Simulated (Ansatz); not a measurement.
Cost and result up the ladder for diborane 1,2-di Cl (B₂H₄Cl₂) (8 atoms). Charge 0, multiplicity 1. Geometry: PBE0-D4/def2-SVP.

```xyz
8

B    -0.4507    0.7425    0.1978
Cl    0.1616    1.8579    1.4294
H    -1.4766    0.9749   -0.3819
H    -0.5065   -0.4936    0.6987
B     0.4507   -0.7426   -0.1978
Cl   -0.1615   -1.8577   -1.4296
H     1.4765   -0.9750    0.3819
H     0.5065    0.4935   -0.6986
```

Ansatz on 4 threads of Intel Xeon on a shared host. Times are rough, and most runs start from the orbitals of an earlier one. ωB97X-V/def2-TZVP serves as the yardstick here, not as an exact answer. Differences are given only for rows in sets of like size (and for xTB, whose basis is part of the method), since another set adds its own error. Binding counts from free atoms at the same level (B doublet, Cl doublet, H doublet; other spins of the atoms weren't run), without zero-point energy or a counterpoise term.

LC-ωPBE has ω = 0.4 bohr⁻¹. B3LYP takes the VWN-RPA correlation. Correlated methods freeze 12 core orbitals.

Correlated methods converge slowly with the basis.

```tsv
level	functions	binding energy per atom (eV)	difference from ωB97X-V/def2-TZVP (eV)
B3LYP-D4/6-31G	52	3.20	–
HF/def2-TZVP	160	2.61	-0.77
PBE-D4/def2-TZVP (with forces)	160	3.44	0.06
PBE0-D4/def2-TZVP	160	3.40	0.03
MP2/def2-TZVP	160	3.31	-0.06
ωB97X-V/def2-TZVP	160	3.37	0.00
CCSD(T)/def2-TZVPP	202	3.28	-0.09
PBE0-D4/def2-SVP	84	3.44	–
r2SCAN0-D4/def2-TZVP	160	3.39	0.01
LC-ωPBE/def2-TZVP	160	3.36	-0.01
r2SCAN-D4/def2-TZVP	160	3.42	0.05
PBE-D4/def2-SVP	84	3.47	–
HF/6-31G	52	2.38	–
revPBE-D4/def2-TZVP	160	3.36	-0.01
```

(1) Estimate how long each takes.

## Answers

(1) HF/6-31G 0.76 s; PBE-D4/def2-SVP 1.5 s; B3LYP-D4/6-31G 1.5 s; PBE0-D4/def2-SVP 2 s; HF/def2-TZVP 2.4 s; revPBE-D4/def2-TZVP 2.6 s; PBE-D4/def2-TZVP (with forces) 3.1 s; r2SCAN-D4/def2-TZVP 3.7 s; PBE0-D4/def2-TZVP 4.1 s; LC-ωPBE/def2-TZVP 4.2 s; r2SCAN0-D4/def2-TZVP 5 s; MP2/def2-TZVP 6.5 s; ωB97X-V/def2-TZVP 8.1 s; CCSD(T)/def2-TZVPP 57 s. On shared hardware such times vary by a factor of up to 3.
